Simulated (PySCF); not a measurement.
C₄H₁₀BN, SMILES C[C@H]1CCB1N. Geometry: PBE-D3(BJ)/def2-SVP. The structure was generated by enumeration; whether it is a known compound was not checked. Other conformers were not sampled.

These are PBE-D3(BJ)/def2-SVP (PySCF) values and carry that method's errors.

Harmonic wavenumbers (cm⁻¹): 94, 155, 205, 279, 344, 425, 505, 565, 605, 688, 717, 789, 839, 860, 910, 923, 957, 1055, 1068, 1107, 1120, 1157, 1185, 1219, 1295, 1341, 1356, 1398, 1416, 1423, 1434, 1557, 2947, 2959, 2961, 2991, 3019, 3024, 3035, 3051, 3501, 3600. Rotational constants (GHz): 4.282, 3.471, 2.097; symmetry number 1.

Question: Work out the zero-point energy and the ideal-gas rigid-rotor harmonic-oscillator thermochemistry at 298.15 K and 1 atm.

Answer: ZPE = ½ Σ hcν = ½ × 60078 cm⁻¹ = 359.34 kJ/mol. H − E(el) = 380.79 kJ/mol. Entropy in J/(mol K): translation 163.85, rotation 111.86, vibration 65.12, total 340.83. G − E(el) = 279.18 kJ/mol. Cp = 122.32 J/(mol K). Modes under 150 cm⁻¹ make the vibrational entropy uncertain.
